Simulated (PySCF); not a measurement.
**AlSn: one state, many levels of theory**

State: ⁴Σ⁻ (quartet), unpaired electrons σ ↑, π ↑↑. Set-up: basis Al aug-cc-pV(D+d)Z, Sn aug-cc-pVDZ-PP with ECP28; scalar-relativistic core potentials; PySCF 2.14. De refers to Al + Sn in their high-spin ground configurations, without counterpoise correction. The functionals are run spin-unrestricted. A positive dipole means Al(−)Sn(+).

```tsv
Level	Re (Å)	ωe (cm⁻¹)	De (eV)	μ (D)
UHF	2.744	236	1.33	-1.81
UHF-MP2	2.679	267	1.99	n/a
UHF-SCS-MP2	2.684	264	1.78	n/a
UHF-CCSD	2.706	257	1.83	n/a
UHF-CCSD(T)	2.702	259	1.94	n/a
PBE	2.685	255	2.35	-0.54
PW91	2.682	255	2.38	-0.58
r²SCAN	2.662	265	2.36	-0.79
r²SCANh	2.658	267	2.31	-0.87
PBE0	2.663	265	2.23	-0.77
M06	2.651	274	2.29	-0.58
CAM-B3LYP	2.661	262	1.91	-1.11
```

(1) Which functional lies closest to UHF-CCSD(T) in De, which farthest, and by how much do they differ from it?

(2) What does a quarter of exact exchange do here, going from PBE to PBE0?

(3) What does the step from GGA to meta-GGA do here, going from PBE to r²SCAN?

Correlated steps freeze 9 core orbitals. Correlated levels converge slowly with the basis: in double zeta they bind strong bonds too weakly, by up to about 1 eV, and carry superposition errors of some tenths. Spin–orbit coupling is left out, which matters for elements this heavy, above all for dissociation energies. The state is the lowest determinant that a PBE0 search found; another state may lie lower at other levels.

The whole job (state search and all levels along the bond) took about 8.1 min on 1 thread of Arm Neoverse N1 (shared host), peak memory 0.97 GiB.

## Answers

(1) Closest is CAM-B3LYP (-4.1 pm in Re, +1.2 % in ωe, -0.03 eV in De against UHF-CCSD(T) in the same basis), farthest PW91 (-2.0 pm in Re, -1.5 % in ωe, +0.44 eV in De). CCSD(T) converges more slowly with the basis than the functionals do and binds too weakly in this one, so the order can change at the basis-set limit.

(2) PBE0 less PBE: -2.2 pm in Re, +3.9 % in ωe, -0.12 eV in De. Exact exchange removes part of the self-interaction that spreads semilocal densities, and in most molecules shortens and stiffens the bond and lowers De; so it does here.

(3) r²SCAN less PBE: -2.3 pm in Re, +3.9 % in ωe, +0.01 eV in De.
